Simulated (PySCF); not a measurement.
# [PmF4]− at several levels of theory

Computed with PySCF 2.14.0 (density fitting, no spin-orbit coupling) at the geometry relaxed with PBE0:

```xyz
5
[PmF4]− (singlet in the valence; each metal's 4f electrons, 4 of them, lie in its core potential, out of spins and levels)
Pm    0.0000    0.0000    0.0000
F     1.2308    1.2308    1.2308
F    -1.2308   -1.2308    1.2308
F     1.2308   -1.2308   -1.2308
F    -1.2308    1.2308   -1.2308
```

```
 level                                    basis    state  HOMO (eV)  gap (eV)  charge on Pm1 (e)  population of f-type functions on Pm1 (polarisation alone where 4f lies in the core)  dipole about the centre of mass (D)  largest force component (eV/Å)
  PBE0    Pm lcecp-1-SVP with ECP50, F def2-SVP  singlet      -4.75      8.44               1.07                                                                                  0.11                                 0.00                            0.00
revPBE                                 the same  singlet      -2.69      5.84               0.83                                                                                  0.11                                 0.00                            0.20
  PBE0  Pm lcecp-1-TZVP with ECP50, F def2-TZVP  singlet      -5.12      8.68               1.56                                                                                  0.14                                 0.00                            0.15
```

In the lcecp rows the 4f levels are missing from HOMO and gap, and the state counts the valence alone.

Charges are Mulliken's, which hang on the basis. The relaxation used the grid (50, 194), these runs (75, 302) or, all-electron (x2c bases, spin-free X2C Hamiltonian), (99, 590).

What does CAM-B3LYP with Pm lcecp-1-SVP with ECP50, F def2-SVP give here?

state singlet, HOMO (eV) -6.24, gap (eV) 10.39, charge on Pm1 (e) 1.03, population of f-type functions on Pm1 (polarisation alone where 4f lies in the core) 0.11, dipole about the centre of mass (D) 0.00, largest force component (eV/Å) 0.01. Time: 4 s on 2 threads of Arm Neoverse V2, on a shared host, from an already converged density.

In the first row's basis the gap widens with exact exchange: 5.8 eV for revPBE (none); 8.4 eV for PBE0 (a fixed share); 10.4 eV for CAM-B3LYP (rising or full at long range).

An lcecp potential fixes the number of 4f electrons, so in runs with it no electron can move into or out of that shell.
